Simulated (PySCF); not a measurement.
r2SCAN on Cr (chromium, neutral), [Ar] 3d5 4p1, high-spin 7P determinant (an excited configuration). Computed with PySCF 2.14 in aug-cc-pVQZ-DK, with scalar relativity by spin-free X2C-1e.

```
cycle= 2 E= -1050.62703429531  delta_E= 0.0103  |g|= 0.238  |ddm|= 0.354
cycle= 3 E= -1050.63797214682  delta_E= -0.0109  |g|= 0.165  |ddm|= 0.908
cycle= 4 E= -1050.64399429407  delta_E= -0.00602  |g|= 0.087  |ddm|= 0.208
cycle= 5 E= -1050.63752052138  delta_E= 0.00647  |g|= 0.17  |ddm|= 0.259
cycle= 6 E= -1050.64045537281  delta_E= -0.00293  |g|= 0.142  |ddm|= 0.0889
cycle= 7 E= -1050.64624196348  delta_E= -0.00579  |g|= 0.0533  |ddm|= 0.139
cycle= 8 E= -1050.64716360294  delta_E= -0.000922  |g|= 0.00655  |ddm|= 0.0691
cycle= 9 E= -1050.64717765131  delta_E= -1.4e-05  |g|= 0.000319  |ddm|= 0.0104
cycle= 10 E= -1050.64717768562  delta_E= -3.43e-08  |g|= 0.000168  |ddm|= 0.00103
cycle= 11 E= -1050.64717770209  delta_E= -1.65e-08  |g|= 6.2e-05  |ddm|= 0.000742
cycle= 12 E= -1050.64717770987  delta_E= -7.78e-09  |g|= 5.66e-05  |ddm|= 0.00113
cycle= 13 E= -1050.64717771157  delta_E= -1.7e-09  |g|= 2.32e-06  |ddm|= 0.000506
cycle= 14 E= -1050.64717771157  delta_E= -5e-12  |g|= 3.74e-07  |ddm|= 4.27e-05
converged SCF energy = -1050.64717771157  <S^2> = 12.000227  2S+1 = 7.0000648
```

Highest occupied orbital energy: -2.218 eV; ⟨L²⟩ = 3.90; populations by l: s 6.31, p 13.00, d 4.69, f 0.00.

Q: Can this result be used?

A: Not for this state. The run converged. ⟨L²⟩ = 3.90 against 2 for a pure P term, so this real determinant mixes terms. The s, p, d and f populations moved away from the nominal configuration during the SCF.
